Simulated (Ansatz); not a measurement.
Start from `O[SiH2]BO[SiH3]` and change one atom or group to get `[SiH3]OBS`.

Ansatz, PBE0-D4/def2-TZVP geometries, multiplicity 1. Each molecule was computed in one conformer, which needn't be the lowest.

```tsv
property	`O[SiH2]BO[SiH3]`
HOMO–LUMO gap (PBE0/def2-TZVPP) / eV	6.04
HOMO energy (PBE/def2-TZVPP) / eV	-6.05
size of the dipole moment (ωB97M-V/def2-TZVPP) / D	2.45
LUMO energy (B3LYP/def2-TZVPP) / eV	-1.51
LUMO energy (PBE0/def2-TZVPP) / eV	-1.31
HOMO–LUMO gap (PBE/def2-TZVPP) / eV	3.78
```

Question: Give the same properties after the change, and the shifts. (Estimate.)

Answer: Ansatz gave: 
```tsv
property	`[SiH3]OBS`	shift
HOMO–LUMO gap (PBE0/def2-TZVPP) / eV	7.60	1.56
HOMO energy (PBE/def2-TZVPP) / eV	-6.70	-0.65
size of the dipole moment (ωB97M-V/def2-TZVPP) / D	1.64	-0.81
LUMO energy (B3LYP/def2-TZVPP) / eV	-0.51	1.00
LUMO energy (PBE0/def2-TZVPP) / eV	-0.31	1.00
HOMO–LUMO gap (PBE/def2-TZVPP) / eV	5.42	1.64
```

With PBE0 the HOMO falls by 0.55 eV and the LUMO rises by 1.00 eV, so the gap widens by about 1.55 eV. PBE moves the HOMO by -0.65 eV and ωB97M-V by -0.55 eV. Dipoles are sizes alone; their direction can turn.

B3LYP here is the variant with VWN-RPA as its local correlation; programs differ in this.
